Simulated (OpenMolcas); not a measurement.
## Cr3+: input and output

Cr3+ with its 6 nearest chloride ions at 2.4 Å, on the Zr site of Cs2ZrCl6 (a = 10.407 Å, distance in the model lattice 2.446 Å). The rest of the host is ab initio model potentials to 7.6 Å and point charges beyond; the distance is set by hand and nothing relaxes, and no local charge compensation is placed. Ligand basis ANO-RCC-VDZP.

Input, with the lattice sites abridged:

```
&GATEWAY
Basis set
Cr.ANO-RCC-VTZP.
Cr1 0.0 0.0 0.0 Angstrom
End of basis
Basis set
Cl.ANO-RCC-VDZP.
L1 2.400000 0.000000 0.000000 Angstrom
L2 0.000000 2.400000 0.000000 Angstrom
L3 0.000000 0.000000 2.400000 Angstrom
End of basis
Basis set
Cs.EMB-AIMP.Seijo.0s.0s.ECP.Cs2ZrCl6.
PseudoCharge
* 4 symmetry-unique lattice sites within 7.6 angstrom
End of basis
Basis set
Cl.EMB-AIMP.Seijo.0s.0s.ECP.Cs2ZrCl6.
PseudoCharge
* 12 symmetry-unique lattice sites within 7.6 angstrom
End of basis
Basis set
Zr.EMB-AIMP.Seijo.0s.0s.ECP.Cs2ZrCl6.
PseudoCharge
* 6 symmetry-unique lattice sites within 7.6 angstrom
End of basis
Symmetry
XYZ
AngMom=0.0 0.0 0.0
AMFI
RICD
XField
1385 Angstrom 0
* Evjen-weighted lattice charges
&SEWARD
* reference wave functions (RASSCF and RASSI steps not shown): 3 electrons in 5 orbitals (3d)
>>> COPY JOB001 $Project.JobIph
&CASPT2
Multistate=10 1 2 3 4 5 6 7 8 9 10
NoMult
Frozen=17 18
IPEA=0.25
Imaginary=0.1
MaxIter=60
WThr=0.0 0.3 0.05
PrWF=0.5
NoMix
>>> COPY JOB002 $Project.JobIph
&CASPT2
Multistate=40 1 2 3 4 5 6 7 8 9 10 11 12 13 14 15 16 17 18 19 20 21 22
23 24 25 26 27 28 29 30 31 32 33 34 35 36 37 38 39 40
NoMult
Frozen=17 18
IPEA=0.25
Imaginary=0.1
MaxIter=60
WThr=0.0 0.3 0.05
PrWF=0.5
NoMix
```

Launched by
```bash
OMP_NUM_THREADS=1 MOLCAS_MEM=2457 MOLCAS_PROJECT=a pymolcas a.inp > a.log  # once for each step of the input, in one work folder
```

Output, cut to the results:

```
--- CASPT2 ---
Orbital specifications:
      -----------------------

      Symmetry species                           1   2
                                                ag  au
      Frozen orbitals                           17  18
      Inactive orbitals                         13  15
      Active orbitals                            5   0
      Secondary orbitals                        49  50
      Deleted orbitals                           0   0
      Number of basis functions                 84  83
Type of calculation                        SS-CASPT2
      Fock operator                              state-specific
      IPEA shift                                 0.25
      Real shift                                 0.00
      Imaginary shift                            0.10
      The input orbitals will be transformed to quasi-canonical
Reference energy:       -3815.5479961291
      E2 (Non-variational):      -1.3887178784
      Shift correction:          -0.0021256922
      E2 (Variational):          -1.3908435706
      Total energy:           -3816.9388396996
      Residual norm:              0.0000002677
      Reference weight:           0.67151
      Contributions to the CASPT2 correlation energy
      Active & Virtual Only:         -0.0209866450
      One Inactive Excited:          -0.2060896745
      Two Inactive Excited:          -1.1616415589
Reference energy:       -3815.4963954162
      E2 (Non-variational):      -1.3759160928
      Shift correction:          -0.0021007246
      E2 (Variational):          -1.3780168174
      Total energy:           -3816.8744122336
      Residual norm:              0.0000003224
      Reference weight:           0.67414
      Contributions to the CASPT2 correlation energy
      Active & Virtual Only:         -0.0203537972
      One Inactive Excited:          -0.2050455590
      Two Inactive Excited:          -1.1505167365
::    CASPT2 Root  1     Total energy:  -3816.93883970
::    CASPT2 Root  2     Total energy:  -3816.87441223
::    CASPT2 Root  3     Total energy:  -3816.87446523
::    CASPT2 Root  4     Total energy:  -3816.87431088
::    CASPT2 Root  5     Total energy:  -3816.84730129
::    CASPT2 Root  6     Total energy:  -3816.84730072
::    CASPT2 Root  7     Total energy:  -3816.84730141
::    CASPT2 Root  8     Total energy:  -3816.79857885
::    CASPT2 Root  9     Total energy:  -3816.79858188
::    CASPT2 Root 10     Total energy:  -3816.79858828
--- CASPT2 ---
Orbital specifications:
      -----------------------

      Symmetry species                           1   2
                                                ag  au
      Frozen orbitals                           17  18
      Inactive orbitals                         13  15
      Active orbitals                            5   0
      Secondary orbitals                        49  50
      Deleted orbitals                           0   0
      Number of basis functions                 84  83
Type of calculation                        SS-CASPT2
      Fock operator                              state-specific
      IPEA shift                                 0.25
      Real shift                                 0.00
      Imaginary shift                            0.10
      The input orbitals will be transformed to quasi-canonical
Reference energy:       -3815.4615779380
      E2 (Non-variational):      -1.4180976801
      Shift correction:          -0.0022112289
      E2 (Variational):          -1.4203089091
      Total energy:           -3816.8818868471
      Residual norm:              0.0000002989
      Reference weight:           0.66567
      Contributions to the CASPT2 correlation energy
      Active & Virtual Only:         -0.0290381901
      One Inactive Excited:          -0.2153932890
      Two Inactive Excited:          -1.1736662010
Reference energy:       -3815.4615779379
      E2 (Non-variational):      -1.4185676213
      Shift correction:          -0.0022122526
      E2 (Variational):          -1.4207798739
      Total energy:           -3816.8823578118
      Residual norm:              0.0000003246
      Reference weight:           0.66556
      Contributions to the CASPT2 correlation energy
      Active & Virtual Only:         -0.0290413572
      One Inactive Excited:          -0.2158582289
      Two Inactive Excited:          -1.1736680352
::    CASPT2 Root  1     Total energy:  -3816.88188685
::    CASPT2 Root  2     Total energy:  -3816.88235781
::    CASPT2 Root  3     Total energy:  -3816.87824367
::    CASPT2 Root  4     Total energy:  -3816.87846649
::    CASPT2 Root  5     Total energy:  -3816.87846785
::    CASPT2 Root  6     Total energy:  -3816.85256121
::    CASPT2 Root  7     Total energy:  -3816.85256699
::    CASPT2 Root  8     Total energy:  -3816.85256256
::    CASPT2 Root  9     Total energy:  -3816.83365319
::    CASPT2 Root 10     Total energy:  -3816.82210155
::    CASPT2 Root 11     Total energy:  -3816.82210805
::    CASPT2 Root 12     Total energy:  -3816.82210422
::    CASPT2 Root 13     Total energy:  -3816.81455086
::    CASPT2 Root 14     Total energy:  -3816.81482275
::    CASPT2 Root 15     Total energy:  -3816.81442520
::    CASPT2 Root 16     Total energy:  -3816.81090820
::    CASPT2 Root 17     Total energy:  -3816.81111888
::    CASPT2 Root 18     Total energy:  -3816.79762106
::    CASPT2 Root 19     Total energy:  -3816.79762170
::    CASPT2 Root 20     Total energy:  -3816.79761501
::    CASPT2 Root 21     Total energy:  -3816.75674205
::    CASPT2 Root 22     Total energy:  -3816.75672434
::    CASPT2 Root 23     Total energy:  -3816.75672404
::    CASPT2 Root 24     Total energy:  -3816.74825657
::    CASPT2 Root 25     Total energy:  -3816.74847891
::    CASPT2 Root 26     Total energy:  -3816.74776847
::    CASPT2 Root 27     Total energy:  -3816.76389498
::    CASPT2 Root 28     Total energy:  -3816.75726625
::    CASPT2 Root 29     Total energy:  -3816.75721308
...
```

Spin-orbit levels above the lowest (labels of O, the rotations of Oh), with the averaged single-state CASPT2 energies on the diagonal:

```json
{"E (cm-1)": "0", "Degeneracy": "4", "Label": "Γ8", "2S+1": "4", "g": ""}
{"E (cm-1)": "12400", "Degeneracy": "4", "Label": "Γ8", "2S+1": "2", "g": ""}
{"E (cm-1)": "13210", "Degeneracy": "4", "Label": "Γ8", "2S+1": "2", "g": ""}
{"E (cm-1)": "13310", "Degeneracy": "2", "Label": "Γ6", "2S+1": "2", "g": "0.45 0.45 0.45"}
{"E (cm-1)": "14040", "Degeneracy": "2", "Label": "Γ7", "2S+1": "4", "g": "2.92 2.92 2.92"}
{"E (cm-1)": "14110", "Degeneracy": "4", "Label": "Γ8", "2S+1": "4", "g": ""}
{"E (cm-1)": "14250", "Degeneracy": "2", "Label": "Γ6", "2S+1": "4", "g": "2.31 2.31 2.31"}
{"E (cm-1)": "14260", "Degeneracy": "4", "Label": "Γ8", "2S+1": "4", "g": ""}
{"E (cm-1)": "18910", "Degeneracy": "4", "Label": "Γ8", "2S+1": "2", "g": ""}
{"E (cm-1)": "18910", "Degeneracy": "2", "Label": "Γ7", "2S+1": "2", "g": "0.65 0.65 0.65"}
{"E (cm-1)": "20010", "Degeneracy": "4", "Label": "Γ8", "2S+1": "4", "g": ""}
{"E (cm-1)": "20040", "Degeneracy": "2", "Label": "Γ7", "2S+1": "4", "g": "1.25 1.25 1.25"}
{"E (cm-1)": "20210", "Degeneracy": "4", "Label": "Γ8", "2S+1": "4", "g": ""}
{"E (cm-1)": "20290", "Degeneracy": "2", "Label": "Γ6", "2S+1": "4", "g": "3.99 3.99 3.99"}
{"E (cm-1)": "23130", "Degeneracy": "2", "Label": "Γ6", "2S+1": "2", "g": "2.17 2.17 2.17"}
{"E (cm-1)": "25630", "Degeneracy": "4", "Label": "Γ8", "2S+1": "2", "g": ""}
{"E (cm-1)": "25640", "Degeneracy": "2", "Label": "Γ7", "2S+1": "2", "g": "1.13 1.13 1.13"}
{"E (cm-1)": "27090", "Degeneracy": "2", "Label": "Γ6", "2S+1": "2", "g": "0.20 0.20 0.20"}
{"E (cm-1)": "27350", "Degeneracy": "4", "Label": "Γ8", "2S+1": "2", "g": ""}
{"E (cm-1)": "28070", "Degeneracy": "4", "Label": "Γ8", "2S+1": "2", "g": ""}
```

Roots that are degenerate in the reference are averaged as groups; the widest CASPT2 spread within a group is 570 cm-1 (the 3-fold group of multiplicity 2 near 63300 cm-1 above the lowest state of its run). Shifts and gaps below about the spread of the groups concerned are not significant. Over all roots computed the reference weight is 0.66 to 0.67; a low but even weight reflects the number of correlated electrons. Ligand-to-metal charge-transfer states are missing. These CASPT2 states fit no ligand-field parameters well, so their order and spin gaps are uncertain. With no ligand orbital active B as a rule stays too high, so bands that hang on it stand too high and its fall with covalency is understated. With one d shell and no ligand orbital active, 10Dq can be off by a tenth or more. No measured value stands beside these numbers; the geometry was set by hand and not optimised.

The CASPT2 steps took 3.6 min on 1 thread of Arm Neoverse V2, on a shared host; the integral step is not counted.
